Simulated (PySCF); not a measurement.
CF3, SMILES F[C](F)F, multiplicity 2. Atoms are numbered in the order given.

```xyz
4

F     -1.0899    -0.6293    -0.0731
C      0.0000     0.0000     0.3291
F      1.0899    -0.6293    -0.0731
F      0.0000     1.2586    -0.0731
```
Charge 0, spin multiplicity 2.

The structure is a stationary point at r2SCAN-D4/def2-TZVP. The isomer is the one that the SMILES or the coordinates give; other isomers of the formula were not compared.

Computed with SMD-ωB97X/def2-SVP run with PySCF.

Solvation free energies are E(SMD) − E(gas) at the gas-phase geometry, for 1 M in both phases. In vacuum the dipole moment is 0.29 D.

Rank water, acetonitrile, dimethylsulfoxide by solvation free energy, most negative first.

acetonitrile (1.7 kcal/mol), dimethylsulfoxide (2.6 kcal/mol), water (3.7 kcal/mol)
